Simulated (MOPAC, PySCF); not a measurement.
[Cd(NH2)(SH)], neutral singlet in the gas phase. 

Cartesian coordinates (Å):
```xyz
6

Cd    -0.0036     0.2482     0.1609
N      1.6282    -0.7099     0.8919
H      1.3598    -1.5171     1.4734
H      2.1767    -0.0958     1.5115
S     -1.8098     1.3161    -0.9073
H     -1.3047     1.0793    -2.1526
```
Charge 0, multiplicity 1.

All levels are single points at this geometry (PBE-D3(BJ)/def2-SVP); Pople sets use spherical d functions. Orbital energies aren't observables, and empty levels follow the basis.

PBE-D3(BJ)/def2-TZVP in PySCF gives gap (eV) = 3.92.

Q: Estimate the gap (eV) from each of these levels: B3LYP-D3(BJ)/def2-TZVP in PySCF; TPSSh-D3(BJ)/def2-TZVP in PySCF; B3LYP/6-311+G** (LANL2DZ on Cd) in PySCF; B3LYP/6-31G* (LANL2DZ on Cd) in PySCF; BP86/6-31G* (LANL2DZ on Cd) in PySCF; M06-2X/6-31G* (LANL2DZ on Cd) in PySCF; PBE/6-31G* (LANL2DZ on Cd) in PySCF; SVWN5/6-31G* (LANL2DZ on Cd) in PySCF; HF/6-31G* (LANL2DZ on Cd) in PySCF; PM3 in MOPAC; PM6 in MOPAC; PM7 in MOPAC.

A: 
| level | gap (eV) |
|---|---|
| B3LYP-D3(BJ)/def2-TZVP in PySCF | 5.45 |
| TPSSh-D3(BJ)/def2-TZVP in PySCF | 4.95 |
| B3LYP/6-311+G** (LANL2DZ on Cd) in PySCF | 5.16 |
| B3LYP/6-31G* (LANL2DZ on Cd) in PySCF | 5.18 |
| BP86/6-31G* (LANL2DZ on Cd) in PySCF | 3.60 |
| M06-2X/6-31G* (LANL2DZ on Cd) in PySCF | 7.78 |
| PBE/6-31G* (LANL2DZ on Cd) in PySCF | 3.58 |
| SVWN5/6-31G* (LANL2DZ on Cd) in PySCF | 3.54 |
| HF/6-31G* (LANL2DZ on Cd) in PySCF | 11.49 |
| PM3 in MOPAC | 8.28 |
| PM6 in MOPAC | 8.01 |
| PM7 in MOPAC | 8.79 |
